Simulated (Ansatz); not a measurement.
Reaction (formal loss of a carbene): `B[N]([GeH3])CF` → `B[NH][GeH3]` + `[CH]F`

Gas-phase electronic energies from Ansatz, PBE0-D4/def2-TZVP geometries. CBS: MP2 limit from def2 TZ/QZ plus the TZ coupled-cluster correction, frozen cores. This one scheme is used for every species. Functionals use def2-TZVPP. For Ge outer-core shells are correlated without core-valence functions, which leaves a few kJ/mol of doubt a bond. Scalar relativity is left out up to krypton. Each species was taken in one conformer, which may not be the lowest.

```
             level  ΔE (kJ/mol)
         r2SCAN-D4        382.6
           PBE0-D4        385.6
           ωB97X-V        368.8
               PBE        369.6
            r2SCAN        380.3
CCSD(T)/def2-TZVPP        358.7
      HF/CBS(def2)        313.3
    CCSD/CBS(def2)        358.4
```

**Question.** What does CCSD(T)/CBS give? (Estimate.)

**Answer.** Computed: +362.4 kJ/mol. The listed levels differ from it by 20.2, 23.2, 6.4, 7.2, 17.9, -3.7, -49.1, -4.0 kJ/mol.

Largest T1 diagnostic among the species: 0.018.

The D4 term adds +13.7 kJ/mol with B3LYP and +7.4 kJ/mol with PBE0; it sums over pairs of atoms, weighted by their polarisabilities, and B3LYP, whose exchange is more repulsive, gets the larger term. From PBE to PBE0 (25 % exact exchange), in def2-TZVPP and without D4, ΔE moves by +8.6 kJ/mol.

B3LYP here is the variant with VWN-RPA as its local correlation; programs differ in this.
